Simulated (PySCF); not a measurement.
# TeO: energy against distance

Set-up: Te def2-SVP with ECP28, O def2-SVP; scalar-relativistic core potentials (PySCF 2.14). Energies in eV from Te + O in their ground configurations at the same level. State: ³Σ⁻ (triplet), unpaired electrons π ↑↑.

Curves on a restricted Hartree–Fock reference rise too fast on stretching and do not dissociate correctly.

```
R (Å)  ROHF-CCSD(T)
1.668        -2.098
1.742        -2.708
1.797        -2.948
1.853        -3.051
1.909        -3.050
1.983        -2.934
2.075        -2.693
2.187        -2.431
```

Task: Put a parabola through the three lowest points of the ROHF-CCSD(T) curve and estimate Re, k and ωe (reduced mass 14.24 u; 1 eV/Å² = 0.16022 mdyn/Å; ωe = 1302.8·√(k/μ) cm⁻¹).

Result: Through R = 1.797, 1.853, 1.909 Å the second-order coefficient is 16.6 eV/Å², so Re ≈ 1.880 Å, k ≈ 5.31 mdyn/Å and ωe ≈ 796 cm⁻¹. A polynomial fit of higher order to the unrounded ROHF-CCSD(T) energies gives Re = 1.879 Å, k = 4.72 mdyn/Å, ωe = 750 cm⁻¹; anharmonicity and rounding make the difference.

The higher-order fit for each curve: ROHF-CCSD(T): Re = 1.879 Å, ωe = 750 cm⁻¹, De = 3.06 eV.

Correlated steps freeze 5 core orbitals. Correlated levels converge slowly with the basis: in double zeta they bind strong bonds too weakly, by up to about 1 eV, and carry superposition errors of some tenths. Spin–orbit coupling is left out, which matters for elements this heavy, above all for dissociation energies. The state was picked by a PBE0 search and need not be the measured ground state.
